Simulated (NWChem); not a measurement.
System: C₄H₇Cl; SMILES CC1(Cl)CC1

```xyz
12

C      1.6455     0.4857     0.0000
C      0.1619     0.2502     0.0000
Cl    -0.2426    -1.4826     0.0000
C     -0.7678     1.1472    -0.7533
C     -0.7678     1.1472     0.7533
H      2.1116     0.0413    -0.8922
H      1.8569     1.5659     0.0000
H      2.1116     0.0413     0.8922
H     -1.6164     0.6825    -1.2606
H     -0.3291     1.9995    -1.2811
H     -1.6164     0.6825     1.2606
H     -0.3291     1.9995     1.2811
```
Atoms are numbered in this order, from 1.

Program: NWChem. Pople sets run with spherical d functions. All runs use the structure optimised with PBE0/def2-SVP. Not confirmed as a minimum by frequencies. Vzz is the largest principal value of the second derivative of the potential at the nucleus (NWChem prints the opposite sign); η is the asymmetry. Non-relativistic.

```tsv
level	Vzz Cl3 (a.u.)	η Cl3	relative time
PBE0/def2-SVP	3.514	0.02	1
PBE0/6-31G*	3.559	0.02	2
Hartree-Fock/6-31G*	3.455	0.01	1
Hartree-Fock/def2-TZVP	3.875	0.01	4
```

The last column is a rough cost ratio, cheapest run = 1.
